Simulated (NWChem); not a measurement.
# SiHF, singlet; SMILES F[SiH]

All runs: NWChem. Low-valent species are run as closed-shell singlets; no triplet was tried in these runs. All runs use the structure optimised with PBE0/def2-SVP. Ions are spin-unrestricted doublets at the neutral geometry; other ion states weren't tried.

For level PBE/def2-SVP:

```yaml
vertical ionisation energy, ΔSCF (eV): 9.42
"−ε(HOMO) (eV)": 5.74
```

Q: Estimate the same quantities for level CAM-B3LYP/def2-SVP.

A: The vertical ionisation energy, ΔSCF (eV) is 9.64 and the −ε(HOMO) (eV) comes out as 8.21.
